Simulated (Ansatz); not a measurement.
Species: H3BS, SMILES `BS` (H–B–S–H torsion 180°) (charge 0, multiplicity 1).

**Question.** Give a relaxed geometry from Ansatz (a quantum-chemistry and plane-wave program) with PBE0-D4/def2-TZVP.

**Answer.** This is not unique; one that fits is the end point of this relaxation, one of several conformers (outside a Z-matrix the atoms follow the SMILES, hydrogens last).
Cartesian coordinates (Å) in one orientation:
```xyz
5

B     -0.576    -0.058    -0.012
S      1.077    -0.663     0.109
H     -1.436    -0.881     0.062
H     -0.805     1.101    -0.158
H      1.740     0.501    -0.001
```
